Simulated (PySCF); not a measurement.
Molfile (atoms numbered from 1):
```
C12H23OP
     RDKit          3D

 37 38  0  0  0  0  0  0  0  0999 V2000
   -0.0745   -1.0498    1.6854 O   0  0  0  0  0  0  0  0  0  0  0  0
    0.2190   -0.1920    0.4880 P   0  0  0  0  0  5  0  0  0  0  0  0
   -1.2718    0.2508   -0.4794 C   0  0  0  0  0  0  0  0  0  0  0  0
   -2.1857    1.1061    0.4057 C   0  0  0  0  0  0  0  0  0  0  0  0
   -3.5114    1.4186   -0.2792 C   0  0  0  0  0  0  0  0  0  0  0  0
   -4.2198    0.1464   -0.7291 C   0  0  0  0  0  0  0  0  0  0  0  0
   -3.3215   -0.6922   -1.6300 C   0  0  0  0  0  0  0  0  0  0  0  0
   -1.9922   -1.0148   -0.9549 C   0  0  0  0  0  0  0  0  0  0  0  0
    1.4277   -0.9466   -0.6752 C   0  0  0  0  0  0  0  0  0  0  0  0
    2.5179   -1.6843    0.1102 C   0  0  0  0  0  0  0  0  0  0  0  0
    3.5442   -0.7316    0.7116 C   0  0  0  0  0  0  0  0  0  0  0  0
    4.1491    0.1792   -0.3515 C   0  0  0  0  0  0  0  0  0  0  0  0
    3.0703    0.9582   -1.0969 C   0  0  0  0  0  0  0  0  0  0  0  0
    2.0154    0.0310   -1.6990 C   0  0  0  0  0  0  0  0  0  0  0  0
    0.7570    1.0981    0.7927 H   0  0  0  0  0  0  0  0  0  0  0  0
   -0.9468    0.8467   -1.3532 H   0  0  0  0  0  0  0  0  0  0  0  0
   -2.3687    0.5522    1.3433 H   0  0  0  0  0  0  0  0  0  0  0  0
   -1.6717    2.0396    0.6897 H   0  0  0  0  0  0  0  0  0  0  0  0
   -4.1551    2.0002    0.4003 H   0  0  0  0  0  0  0  0  0  0  0  0
   -3.3246    2.0618   -1.1585 H   0  0  0  0  0  0  0  0  0  0  0  0
   -5.1614    0.3921   -1.2461 H   0  0  0  0  0  0  0  0  0  0  0  0
   -4.4968   -0.4479    0.1600 H   0  0  0  0  0  0  0  0  0  0  0  0
   -3.8285   -1.6270   -1.9189 H   0  0  0  0  0  0  0  0  0  0  0  0
   -3.1292   -0.1398   -2.5679 H   0  0  0  0  0  0  0  0  0  0  0  0
   -2.1627   -1.6611   -0.0764 H   0  0  0  0  0  0  0  0  0  0  0  0
   -1.3525   -1.5880   -1.6457 H   0  0  0  0  0  0  0  0  0  0  0  0
    0.8188   -1.7032   -1.2001 H   0  0  0  0  0  0  0  0  0  0  0  0
    3.0282   -2.3793   -0.5804 H   0  0  0  0  0  0  0  0  0  0  0  0
    2.0427   -2.2919    0.8952 H   0  0  0  0  0  0  0  0  0  0  0  0
    3.0635   -0.1213    1.4974 H   0  0  0  0  0  0  0  0  0  0  0  0
    4.3334   -1.3083    1.2196 H   0  0  0  0  0  0  0  0  0  0  0  0
    4.7169   -0.4362   -1.0733 H   0  0  0  0  0  0  0  0  0  0  0  0
    4.8750    0.8740    0.1007 H   0  0  0  0  0  0  0  0  0  0  0  0
    2.5922    1.6667   -0.3987 H   0  0  0  0  0  0  0  0  0  0  0  0
    3.5187    1.5732   -1.8936 H   0  0  0  0  0  0  0  0  0  0  0  0
    2.4833   -0.5644   -2.5032 H   0  0  0  0  0  0  0  0  0  0  0  0
    1.2197    0.6190   -2.1869 H   0  0  0  0  0  0  0  0  0  0  0  0
  1  2  2  0
  2  3  1  0
  3  4  1  0
  4  5  1  0
  5  6  1  0
  6  7  1  0
  7  8  1  0
  2  9  1  0
  9 10  1  0
 10 11  1  0
 11 12  1  0
 12 13  1  0
 13 14  1  0
  8  3  1  0
 14  9  1  0
  2 15  1  0
  3 16  1  0
  4 17  1  0
  4 18  1  0
  5 19  1  0
  5 20  1  0
  6 21  1  0
  6 22  1  0
  7 23  1  0
  7 24  1  0
  8 25  1  0
  8 26  1  0
  9 27  1  0
 10 28  1  0
 10 29  1  0
 11 30  1  0
 11 31  1  0
 12 32  1  0
 12 33  1  0
 13 34  1  0
 13 35  1  0
 14 36  1  0
 14 37  1  0
M  END
```

Geometry: PBE0-D3(BJ)/def2-SVP; GIAO shifts from PySCF 2.14.0 with density-fitted response routines, gas phase, non-relativistic, averaged over equivalent atoms.

At PBE0/pcSseg-1 (360 basis functions, 3.3 min wall time on 1 thread of an Arm Neoverse V1, shared host):
| atoms | δ (ppm) |
| --- | --- |
| O1 | 62.3 |
| P2 | 3.8 |
| C3/C9 | 33.1 |
| C6/C12 | 28.0 |
| C4/C14 | 27.2 |
| C5/C13 | 26.4 |
| C7/C11 | 26.0 |
| C8/C10 | 24.5 |
| H15 | 7.08 |
| H25/H29 | 2.04 |
| H23/H30 | 1.59 |
| H17/H37 | 1.58 |
| H19/H34 | 1.57 |
| H18/H36 | 1.46 |
| H22/H33 | 1.42 |
| H21/H32 | 1.36 |
| H16/H27 | 1.31 |
| H26/H28 | 1.30 |
| H24/H31 | 1.27 |
| H20/H35 | 1.25 |

δ = σ(ref) − σ, references computed at the same level: $^{17}$O (334.56 ppm) against H2O; $^{31}$P (310.13 ppm) vs H3PO4; $^{13}$C (184.41 ppm) and $^{1}$H (31.27 ppm) against TMS.

Estimate the result of repeating the calculation with KT3/pcSseg-1.

Results:


```tsv
atoms	δ at KT3/pcSseg-1	change
O1	69.7	+7.4
P2	3.6	-0.2
C3/C9	34.6	+1.5
C6/C12	30.1	+2.1
C4/C14	29.3	+2.1
C5/C13	28.7	+2.3
C7/C11	28.3	+2.3
C8/C10	26.5	+2.0
H15	7.21	+0.13
H25/H29	2.14	+0.10
H23/H30	1.70	+0.11
H17/H37	1.71	+0.13
H19/H34	1.69	+0.12
H18/H36	1.56	+0.10
H22/H33	1.51	+0.09
H21/H32	1.45	+0.09
H16/H27	1.46	+0.15
H26/H28	1.39	+0.09
H24/H31	1.35	+0.08
H20/H35	1.34	+0.09
```

Referencing at the same level of theory: $^{17}$O (329.03 ppm) vs H2O; $^{31}$P (332.35 ppm) against H3PO4; $^{13}$C (182.31 ppm), $^{1}$H (31.32 ppm) vs TMS.

The largest change is at O1 (P=O oxygen). Cost: 360 basis functions, 3.9 min wall time on 1 thread of an Arm Neoverse V1, shared host. The order of the carbon signals is the same at both levels.

Experimental scales use liquid or dissolved standards, which lie at an offset from isolated H2O (liquid H2O: subtract about 36 ppm) and H3PO4.
